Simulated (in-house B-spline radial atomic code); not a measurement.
RPA and G0W0 for Sn III (Sn2+), [Kr] 4d10 5s2, as one setting changes: the highest l of the empty states. Start: PBE0. A dash marks a level of low quasi-particle weight. Computed with a B-spline radial code for spherical atoms: all electrons, scalar-relativistic (spin-free one-electron X2C), finite nucleus, each spin shell either full or empty, empty states to the listed l with an (l + 1/2)⁻⁴ tail; G0W0 by contour deformation at full frequency.

```csv
highest l of the empty states,RPA summed (Eh),RPA extrapolated (Eh),G0W0 level (eV)
4,-3.1571,-3.7269,5s -30.80
5,?,?,?
6,?,?,?
7,-3.6145,-3.7549,5s -30.83
8,-3.6521,-3.7411,5s -30.82
9,-3.6743,-3.7342,5s -30.82
10,-3.6882,-3.7303,5s -30.82
11,-3.6973,-3.7279,5s -30.82
```

What belongs in the row for 6?

RPA summed (Eh): -3.5459; RPA extrapolated (Eh): -3.7661; G0W0 level (eV): 5s -30.83.

What belongs in the row for 5?

RPA summed (Eh): -3.4176; RPA extrapolated (Eh): -3.7805; G0W0 level (eV): 5s -30.85.
